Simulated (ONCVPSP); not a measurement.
## What one change does to a pseudopotential (Ti (Z = 22), ONCV)

- Element: Ti
- Generator: ONCVPSP 4.0.1
- Type: optimised norm-conserving Vanderbilt (ONCV)
- Functional: PBE
- Relativity: scalar-relativistic
- Frozen core: [Ne]
- Valence charge: 12
- Reference configuration: 3s2 3p6 3d2 4s2
- Partial waves: 3s+4s: rc 1.80 bohr, ncon 5, nbas 8, qcut 5.4 1/bohr, 3 projectors, debl 3.3 Ha; 3p: rc 1.60 bohr, ncon 5, nbas 8, qcut 6.7 1/bohr, 2 projectors, debl 2.7 Ha; 3d: rc 1.65 bohr, ncon 3, nbas 8, qcut 10.7 1/bohr, 2 projectors, debl 0.7 Ha
- Local potential: polynomial inside 1.15 bohr (lpopt 5, dvloc0 0 Ha)
- Core correction: Teter function fitted to the true core (icmod 2), fcfact 0.5

Change: s: qcut 7.8.

Cutoffs: the cutoffs (Ha) at which the residual kinetic energy of the hardest occupied pseudo-wave falls to 1 and 0.1 mHa per electron; they do not see the model core or the augmentation charge, which bear on the density cutoff. Errors are all-electron minus pseudo energies relative to the spin-unpolarised reference configuration.

Question: Predict the effect on cutoff, ghosts and configuration errors.

Answer: The potential gets neither clearly harder nor softer (37 Ha and 43 Ha → 37 Ha and 42 Ha); the d channel sets the loose cutoff, while the largest relative change is in s, which becomes harder; of the 4 tests that both files solve, the error grows in 0 and shrinks in 1 by more than 15 % and 0.3 meV (median size 13.0 → 13.2 meV); neither file shows a bound ghost.

| quantity | base | changed |
| --- | --- | --- |
| cutoff, loose | 37 Ha | 37 Ha |
| cutoff, tight | 43 Ha | 42 Ha |
| loose cutoff by channel | s 13 Ha, p 19 Ha, d 37 Ha | s 20 Ha, p 19 Ha, d 37 Ha |
| bound ghosts | none | none |
| GHOST(+) flags under 300 eV | none | none |
| error for 3s2 3p6 3d2 4s1, meV [ΔE 7.35 eV] | -0.5 | -0.3 |
| error for 3s2 3p6 3d2 4s0, meV [ΔE 20.92 eV] | -2.6 | -1.5 |
| error for 3s2 3p6 3d1 4s0, meV [ΔE 47.87 eV] | +23 | +25 |
| error for 3s2 3p6 3d1 4s2, meV [ΔE 9.74 eV] | +29 | +29 |
| s: phases at 1.83 bohr within 0.05 rad from the reference energy up to (Ha; the scan ends near 5) | to the end of the scan | to the end of the scan |
| p: phases at 1.62 bohr within 0.05 rad from the reference energy up to (Ha; the scan ends near 5) | to the end of the scan | to the end of the scan |
| d: phases at 1.68 bohr within 0.05 rad from the reference energy up to (Ha; the scan ends near 5) | to the end of the scan | to the end of the scan |
| rms error of d²Exc/dni dnj with the model core, mHa | 1.44 | 1.20 |
